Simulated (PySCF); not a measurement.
ammonia (H$_{3}$N), singlet, geometry from GFN2-xTB. Base run: PBE0/def2-SVP, TDA in PySCF.

Here is a job for PySCF.
```python
from pyscf import gto, scf, dft, tdscf

mol = gto.M(
    atom='''
N    -0.00088861    0.00220129    0.11002386
H     0.01587655    0.93846578   -0.27548989
H     0.81249024   -0.48875726   -0.24050098
H    -0.82214652   -0.46511757   -0.25417613
''',
    basis='def2-svp',
    verbose=3,
)

mf = dft.RKS(mol)
mf.xc = 'pbe0'
mf.kernel()
td = mf.TDA()
td.nstates = 5
td.kernel()
td.analyze()
```

Each row names what was changed in the base input (with any setting that the change needs).

```
change                           first excitation (eV)  oscillator strength of the first  second (eV)
-------------------------------  ---------------------  --------------------------------  -----------
base                                              7.22                             0.037         9.39
nstates = 15                                      7.22                             0.037         9.39
conv_tol = 1e-3                                   7.22                             0.037         9.39
functional = m062x                                7.35                             0.038         9.34
nstates = 2                                       7.22                             0.037         9.39
functional = lc_wpbe                        (withheld)                        (withheld)   (withheld)
basis = def2-TZVP                           (withheld)                        (withheld)   (withheld)
guess vectors = 13 for 5 states                   7.22                             0.037         9.39
basis = cc-pVDZ                             (withheld)                             0.045   (withheld)
functional = hf                                   8.45                             0.045        10.36
```

Q: Fill in the missing entries.

A: 
- functional = lc_wpbe, first excitation (eV): 7.63
- functional = lc_wpbe, oscillator strength of the first: 0.035
- functional = lc_wpbe, second (eV): 9.84
- basis = def2-TZVP, first excitation (eV): 6.93
- basis = def2-TZVP, oscillator strength of the first: 0.058
- basis = def2-TZVP, second (eV): 9.06
- basis = cc-pVDZ, first excitation (eV): 7.28
- basis = cc-pVDZ, second (eV): 9.40

An iterative solver can miss low states, so a row lists the states that it found.
